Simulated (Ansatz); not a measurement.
Mulliken charges of Cl2FY, SMILES `[F][Y]([Cl])[Cl]` from PBE/def2-TZVPP in Ansatz (PBE0-D4/def2-TZVP geometry).

```
atom   x (Å)   y (Å)   z (Å)  charge (e)
  F1   0.985   1.265   1.296      -0.404
  Y2   0.059   0.045   0.057       1.036
 Cl3   0.590  -2.344   0.136      -0.316
 Cl4  -1.579   0.973  -1.510      -0.316
```

Problem. By hand: the dipole of these point charges (1 e Å = 4.8032 D).

Solution. Σ q r = (-0.024, -0.031, -0.030) e Å, of length 0.049 e Å = 0.24 D.

Problem. How does the dipole of the full density compare? (An estimate is asked.)

Solution. Ansatz gave: (0.054, 0.073, 0.076) e Å, 0.57 D; the point charges give 0.42 times that, at 177° from its direction, so they point the opposite way.

Point charges leave out the atoms' own dipoles, such as those of lone pairs, and Mulliken's split depends on the basis, so the two needn't agree.
